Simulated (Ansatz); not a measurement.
Calculation: Ansatz (a first-principles code) with PBE0-D3(BJ)/def2-TZVP. No frequencies were computed at this level.

Ansatz 0.2 input:
```yaml
crystal:
  periodic: [false, false, false]
  atoms:
    - { symbol: F, position_ang: [-0.624245, 1.099943, -0.095931] }
    - { symbol: C, position_ang: [-0.000617, 0.00005, 0.283351] }
    - { symbol: F, position_ang: [-0.640152, -1.09079, -0.09563] }
    - { symbol: F, position_ang: [1.265014, -0.009201, -0.091791] }
basis:
  gaussian: { orbitals: def2-tzvp }
hamiltonian:
  xc: pbe0
  dispersion: d3bj
relax:
  max_steps: 150
magnetization:
  spin_polarized: true
  initial_magnetization: 1
```

Output:

```
Functional definition: PBE0
648 factors; their error is unknown
mean field evaluation 1: about -9179.3944 eV, gradient 2.4e1 eV
mean field evaluation 2: about -9178.1918 eV, gradient 3.3e1 eV
mean field evaluation 4: about -9180.8782 eV, gradient 5.9e-1 eV
mean field evaluation 8: about -9180.9175 eV, gradient 2.2e-1 eV
mean field evaluation 16: about -9180.9176 eV, gradient 4.1e-5 eV
mean field -9180.91759177 eV, -337.3924984482 hartree, gradient 4.1e-5 eV, S^2 0.751890; 0 other end points of the search recorded, 0 dependent functions left out
reference -9180.91760625 eV, -337.3924989802 hartree; 17, 16 occupied and 107, 108 virtual orbitals, 648 factors
relax step   1: F+E_penalty+E_count = -9180.94406788 eV  Δ(F+E_penalty+E_count) = +0.000e0 eV  max|allowed force component| = 4.947e-1 eV/Å  Δτ_max = 0.0000 Å  (27 SCF iters, accepted)
these checks for a lower state are left out or cut short: starts, cluster_reference, orbital_swaps, neighbouring_geometries, increment
648 factors; their error is unknown
mean field -9180.92706885 eV, -337.3928467243 hartree, gradient 1.0e-5 eV, S^2 0.751879; 0 other end points of the search recorded, 0 dependent functions left out
reference -9180.92708336 eV, -337.3928472575 hartree; 17, 16 occupied and 107, 108 virtual orbitals, 648 factors
relax step   2: F+E_penalty+E_count = -9180.95356928 eV  Δ(F+E_penalty+E_count) = -9.501e-3 eV  max|allowed force component| = 3.264e-1 eV/Å  Δτ_max = 0.0186 Å  (30 SCF iters, accepted)
these checks for a lower state are left out or cut short: starts, cluster_reference, orbital_swaps, neighbouring_geometries, increment
648 factors; their error is unknown
mean field -9180.92858909 eV, -337.3929025920 hartree, gradient 1.1e-5 eV, S^2 0.751868; 0 other end points of the search recorded, 0 dependent functions left out
reference -9180.92860360 eV, -337.3929031255 hartree; 17, 16 occupied and 107, 108 virtual orbitals, 648 factors
relax step   3: F+E_penalty+E_count = -9180.95509099 eV  Δ(F+E_penalty+E_count) = -1.522e-3 eV  max|allowed force component| = 3.370e-2 eV/Å  Δτ_max = 0.0058 Å  (31 SCF iters, accepted)
these checks for a lower state are left out or cut short: starts, cluster_reference, orbital_swaps, neighbouring_geometries, increment
648 factors; their error is unknown
mean field evaluation 32: about -9180.8916 eV, gradient 8.8e-5 eV
mean field -9180.92860594 eV, -337.3929032115 hartree, gradient 1.1e-5 eV, S^2 0.751867; 0 other end points of the search recorded, 0 dependent functions left out
reference -9180.92862046 eV, -337.3929037451 hartree; 17, 16 occupied and 107, 108 virtual orbitals, 648 factors
relax step   4: F+E_penalty+E_count = -9180.95510813 eV  Δ(F+E_penalty+E_count) = -1.714e-5 eV  max|allowed force component| = 1.427e-4 eV/Å  Δτ_max = 0.0006 Å  (33 SCF iters, accepted)
648 factors; their error is unknown
mean field -9180.92860594 eV, -337.3929032115 hartree, gradient 1.1e-5 eV, S^2 0.751867; 1 other end points of the search recorded, 0 dependent functions left out
reference -9180.92862046 eV, -337.3929037451 hartree; 17, 16 occupied and 107, 108 virtual orbitals, 648 factors
Total energy: -9180.95512265 eV, -337.3938776823 hartree
Atom 0 at    -0.617995     1.088934    -0.099972 Å, force    -0.000112     0.000092    -0.000064 eV/Å
Atom 1 at    -0.000624     0.000047     0.295508 Å, force     0.000143    -0.000041     0.000126 eV/Å
Atom 2 at    -0.633743    -1.079871    -0.099672 Å, force    -0.000121    -0.000067    -0.000050 eV/Å
Atom 3 at     1.252362    -0.009108    -0.095866 Å, force     0.000090     0.000017    -0.000012 eV/Å
Dipole moment:    -0.000111     0.000009     0.051490 e Å
```

Cost: roughly 12 core-seconds.
